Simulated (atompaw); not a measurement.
How hard is this Mg PAW (atompaw) potential?

```
Element                 : magnesium (Mg)
Generator               : atompaw 4.2.0.5
Type                    : PAW
Functional              : PBE
Relativity              : non-relativistic
Frozen core             : [He]
Valence charge          : 10
Reference configuration : 2s2 2p6 3s2 3p0
Partial waves           : 2s (bound); 3s (bound); 2p (bound); 3p (bound, empty)
Local potential         : troulliermartins scheme with l = 2 at 0 Ry, radius 1.05 bohr
Core correction         : smooth core density matched at 1.10 bohr
Augmentation charge     : sinc compensation charge, radius 1.30 bohr; PAW radius 1.45 bohr; waves and projectors: bloechl
```

The pseudo-atom Hamiltonian at the reference potential is diagonalised in spherical Bessel functions j_l(qr) that vanish at 20 bohr, with q² up to the cutoff. All-electron valence levels (Ry): 2s -5.8470, 3s -0.3454, 2p -3.4291, 3p -0.0983.

Problem. How do the lowest levels (Ry) of each channel move with the cutoff, and are there ghosts?

Solution.

```csv
cutoff (Ry),s #1,s #2,p #1,p #2,d #1,d #2,f #1,f #2,Σ f·Δε (mRy)
8,-3.1136,-0.2122,-0.8546,-0.0135,0.0529,0.1349,0.1079,0.2294,21180.5
21,-5.0483,-0.3159,-2.3326,-0.0612,0.0529,0.1346,0.1079,0.2294,8235.5
45,-5.7901,-0.3427,-3.2519,-0.0903,0.0528,0.1346,0.1079,0.2294,1182.6
70,-5.8437,-0.3452,-3.4056,-0.0969,0.0528,0.1346,0.1079,0.2294,148.1
120,-5.8456,-0.3453,-3.4289,-0.0983,0.0528,0.1346,0.1079,0.2294,4.5
230,-5.8470,-0.3454,-3.4291,-0.0983,0.0528,0.1346,0.1079,0.2294,0.1
400,-5.8470,-0.3454,-3.4291,-0.0983,0.0528,0.1346,0.1079,0.2294,0.0
```

Result: no extra level below or beside the all-electron valence levels (s, p, d, f tested); 10 mRy is reached at 110 Ry and 1 mRy at 180 Ry.
